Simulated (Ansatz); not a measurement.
`[CH3][SnH2][GeH3]` + `CS(C)(=O)=O` → `[GeH3][SnH3]` + `CCS(C)(=O)=O`  (formal exchange of groups at the Sn–C bond)

Isolated molecules relaxed with PBE0-D4/def2-TZVP in Ansatz; ΔE leaves out vibrations. CCSD(T)/CBS adds triple-zeta CCSD(T) − MP2 to the extrapolated MP2 energy (def2 sets, frozen cores). Functionals use def2-TZVPP. B3LYP here is the variant with VWN-RPA as its local correlation; programs differ in this. Elements past krypton have def2 core potentials. For Ge, Sn outer-core shells are correlated without core-valence functions, which leaves a few kJ/mol of doubt a bond. Scalar relativity is left out up to krypton. One conformer a species, not always the lowest.

`[CH3][SnH2][GeH3]`:

```xyz
11

C    -0.696    1.817   -0.190
Sn    0.722    0.256   -0.578
Ge    0.043   -1.922    0.667
H    -0.398    2.725   -0.715
H    -1.684    1.514   -0.535
H    -0.739    2.021    0.879
H     0.795   -0.038   -2.264
H     2.275    0.759   -0.063
H    -1.349   -2.393    0.212
H     1.044   -3.059    0.401
H    -0.014   -1.679    2.186
```

`CS(C)(=O)=O`:

Cartesian coordinates in Å:
```
C 1.267 0.077 -0.658
S -0.272 -0.684 -0.226
C -1.038 0.498 0.847
O -1.068 -0.780 -1.418
O 0.017 -1.861 0.546
H 1.862 0.234 0.241
H 1.078 1.012 -1.184
H 1.768 -0.630 -1.320
H -0.418 0.647 1.730
H -1.994 0.058 1.133
H -1.202 1.429 0.308
```

`[GeH3][SnH3]`:

Cartesian coordinates in Å:
```
Ge -0.814 0.866 0.573
Sn 0.787 -0.837 -0.554
H -1.768 0.147 1.541
H -1.654 1.596 -0.487
H -0.013 1.912 1.366
H -0.104 -2.013 -1.412
H 1.829 -0.042 -1.648
H 1.738 -1.629 0.622
```

`CCS(C)(=O)=O`:

Cartesian coordinates in Å:
```
C -0.605 -1.368 -0.874
C 0.689 -0.826 -0.306
S 0.473 0.342 1.021
C -0.311 1.740 0.267
O 1.782 0.753 1.449
O -0.451 -0.221 1.969
H -0.393 -2.164 -1.590
H -1.173 -0.597 -1.400
H -1.231 -1.776 -0.080
H 1.286 -1.611 0.168
H 1.320 -0.338 -1.053
H -1.290 1.455 -0.117
H 0.329 2.139 -0.518
H -0.425 2.473 1.066
```

```json
{"level": "B3LYP-D4", "ΔE (eV)": "0.21"}
{"level": "ωB97X-V", "ΔE (eV)": "0.18"}
{"level": "B2PLYP", "ΔE (eV)": "0.24"}
{"level": "B3LYP", "ΔE (eV)": "0.24"}
{"level": "HF/def2-TZVPP", "ΔE (eV)": "0.19"}
{"level": "MP2/def2-TZVPP", "ΔE (eV)": "0.27"}
{"level": "CCSD/def2-TZVPP", "ΔE (eV)": "0.22"}
{"level": "MP2/def2-QZVPP", "ΔE (eV)": "0.30"}
```

Task: What does CCSD(T)/CBS give? (Best estimate.)

Result: Computed: +0.27 eV. The listed levels differ from it by -0.06, -0.09, -0.03, -0.03, -0.08, 0.00, -0.05, 0.03 eV.

Largest T1 diagnostic among the species: 0.015.

In def2-TZVPP, CCSD(T) changes the Hartree–Fock value by +0.03 eV (the triples alone add +0.00 eV) and MP2 by +0.08 eV. The D4 term adds −0.03 eV with B3LYP and −0.02 eV with PBE0; it sums over pairs of atoms, weighted by their polarisabilities, and B3LYP, whose exchange is more repulsive, gets the larger term.

CCSD(T)/CBS has its own doubt, a few kJ/mol and more with outer-core shells, so smaller differences from it don't rank the levels.
